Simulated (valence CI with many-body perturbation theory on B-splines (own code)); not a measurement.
**Energy levels of Ge¹⁶⁺**

Level of theory: configuration interaction combined with many-body perturbation theory (CI+MBPT): six valence electrons over a frozen Dirac-Fock core [Ne], radial functions for each j: 9 s, 9 p, 8 d, 6 f, 3 g, 1 h, with the one-electron correlation potential Σ1, the two-electron term Σ2, the three-electron term Σ3, Breit, model QED; selected CI, second order for the rest, scaled by the run's own slope (own B-spline code, finite nucleus).

No measured spectrum was set against this ion. As an estimate, levels of excited configurations hold to 0.05 to 0.15 % of their energy, terms of the ground configuration to about 0.5 %. Among the levels kept, up to 1400 cm⁻¹ of a level comes from second order outside the variational space, and about a tenth of that is noise between levels of different J, which matters for small intervals.

Levels 1 to 40 of 40, with energies above the lowest level, 3s²3p⁴ ³P_2. "Leading %" is the weight of the configuration and term that name the level; weights of strongly mixed levels are sums over their largest components and can fall short. Lifetimes count E1, E2, E3, M1 and M2 decay at the calculated energies, and are blank where another channel may lead or the interval is too uncertain; long ones can be off by a factor of two.

```tsv
No.	Configuration	Term	J	E (eV)	Leading %	Second component	g	Lifetime
1	3s²3p⁴	³P	2	0.000	86	11 % 3s²3p⁴ ¹D	1.443	
2	3s²3p⁴	³P	0	4.156	76	21 % 3s²3p⁴ ¹S		4.04 s
3	3s²3p⁴	³P	1	5.147	97		1.500	695 μs
4	3s²3p⁴	¹D	2	9.131	86	11 % 3s²3p⁴ ³P	1.055	595 μs
5	3s²3p⁴	¹S	0	18.196	75	21 % 3s²3p⁴ ³P		73.2 μs
6	3s3p⁵	³P°	2	53.586	80	18 % 3s²3p³3d ³P°	1.499	165 ps
7	3s3p⁵	³P°	1	56.765	74	18 % 3s²3p³3d ³P°	1.471	140 ps
8	3s3p⁵	³P°	0	59.372	78	19 % 3s²3p³3d ³P°		153 ps
9	3s3p⁵	¹P°	1	68.382	53	39 % 3s²3p³3d ¹P°	1.026	65.5 ps
10	3s²3p³3d	⁵D°	0	70.927	91	4 % 3s²3p³3d ³P°		1.38 ns
11	3s²3p³3d	⁵D°	2	70.952	82	7 % 3s²3p³3d ³D°	1.422	2.13 ns
12	3s²3p³3d	⁵D°	3	70.991	80	7 % 3s²3p³3d ³D°	1.448	5.60 ns
13	3s²3p³3d	⁵D°	1	71.075	92		1.483	1.03 ns
14	3s²3p³3d	⁵D°	4	71.648	88	8 % 3s²3p³3d ³F°	1.472	7.07 ms
15	3s²3p³3d	³D°	2	74.394	43	22 % 3s²3p³3d ³F°	1.032	2.06 ns
16	3s²3p³3d	³D°	3	76.530	63	14 % 3s²3p³3d ⁵D°	1.292	165 ns
17	3s²3p³3d	³D°	1	77.023	94		0.530	3.34 ns
18	3s²3p³3d	³F°	2	77.558	56	40 % 3s²3p³3d ³D°	0.883	2.81 ns
19	3s²3p³3d	¹S°	0	78.138	88	5 % 3s²3p³3d ³P°		7.63 ns
20	3s²3p³3d	³F°	3	78.419	66	25 % 3s²3p³3d ³D°	1.132	8.33 ns
21	3s²3p³3d	³F°	4	79.852	73	18 % 3s²3p³3d ³G°	1.219	
22	3s²3p³3d	³G°	3	81.315	74	17 % 3s²3p³3d ³F°	0.832	935 ps
23	3s²3p³3d	³G°	4	82.361	56	38 % 3s²3p³3d ³F°	1.130	
24	3s²3p³3d	³G°	5	83.538	98		1.199	
25	3s²3p³3d	¹G°	4	83.794	78	12 % 3s²3p³3d ³G°	1.026	
26	3s²3p³3d	¹D°	2	85.734	64	17 % 3s²3p³3d ³F°	0.997	313 ps
27	3s²3p³3d	³D°	1	86.253	93		0.531	156 ps
28	3s²3p³3d	³P°	0	87.806	85	8 % 3s²3p³3d ¹S°		2.77 ns
29	3s²3p³3d	³P°	1	88.147	81	5 % 3s²3p³3d ³S°	1.475	75.2 ps
30	3s²3p³3d	³D°	2	89.232	72	9 % 3s²3p³3d ³F°	1.113	851 ps
31	3s²3p³3d	³F°	3	89.597	79	11 % 3s²3p³3d ³G°	1.062	364 ps
32	3s²3p³3d	³F°	2	90.084	66	12 % 3s²3p³3d ³P°	0.870	97.5 ps
33	3s²3p³3d	³F°	4	91.363	68	15 % 3s²3p³3d ¹G°	1.197	135 μs
34	3s²3p³3d	³D°	3	91.885	71	13 % 3s²3p³3d ¹F°	1.245	336 ps
35	3s²3p³3d	³P°	2	92.077	68	8 % 3s²3p³3d ¹D°	1.356	27.5 ps
36	3s²3p³3d	³P°	1	95.773	39	22 % 3s²3p³3d ³S°	1.458	5.91 ps
37	3s²3p³3d	³P°	2	95.988	78	11 % 3s3p⁵ ³P°	1.472	7.05 ps
38	3s²3p³3d	³S°	1	96.815	60	19 % 3s²3p³3d ¹P°	1.621	7.02 ps
39	3s²3p³3d	¹F°	3	97.359	51	34 % 3s²3p³3d ³D°	1.131	25.2 ps
40	3s²3p³3d	³D°	3	99.175	68	23 % 3s²3p³3d ¹F°	1.235	6.49 ps
```

Names give the largest LS component (configuration and term), which can be under half, so a name can repeat, a term be missing and a line seem to break the LS rules; names also repeat where a configuration has a term twice.

The ionisation energy to 3s²3p³ ⁴S°3/2 of the next ion comes out as 609.87 eV (NIST: 609.1 ± 0.8 eV (semi-empirical)). All 40 levels together are meant to be complete up to 99.577 eV.
